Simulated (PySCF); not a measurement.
Atoms are numbered as in `[F:1][C:2]([F:3])=[C:4]([F:5])[c:6]1[cH:7][cH:8][cH-:9][cH:10]1`. Hydrogens are named by the atom that carries them.

Geometry: GFN2-xTB; GIAO shifts from PySCF, gas phase, non-relativistic, averaged over equivalent atoms.

At PBE0/6-31G (98 basis functions, 11 s wall time on 1 thread of an Arm Neoverse V1, shared host):
```tsv
atoms	δ (ppm)
F1	-157.0
F3	-163.4
F5	-197.9
C2	159.8
C4	139.6
C8	103.4
C9	101.2
C10	100.2
C7	99.7
C6	97.0
H(C10)	5.69
H(C7)	5.61
H(C8)	5.32
H(C9)	5.23
```

Scale: CFCl3 for 19F (σ = 170.58 ppm); TMS for 13C (σ = 201.73 ppm) and 1H (σ = 33.07 ppm) (reference shieldings calculated alike).

Problem. What do these become at PW91/pcSseg-1?

Solution. 
```
 atoms  δ at PW91/pcSseg-1  change
    F1              -158.2    -1.2
    F3              -164.6    -1.2
    F5              -213.3   -15.4
    C2               175.4   +15.6
    C4               146.0    +6.4
    C8               108.0    +4.6
    C9               105.0    +3.8
   C10               102.7    +2.5
    C7               102.7    +3.0
    C6               104.4    +7.4
H(C10)                5.87   +0.18
 H(C7)                5.71   +0.10
 H(C8)                5.63   +0.31
 H(C9)                5.55   +0.32
```

Scale: 19F (σref 137.44) vs CFCl3; TMS for 13C (σref 181.47), 1H (σref 31.65) (reference shieldings calculated alike).

The largest change is at C2 (fully substituted alkene carbon). Cost: 190 basis functions, 66 s wall time on 1 thread of an Arm Neoverse N1, shared host. The order of the carbon signals changes between the two levels.

Unscaled 19F shifts against computed CFCl3 carry errors that often reach 10 to 50 ppm.
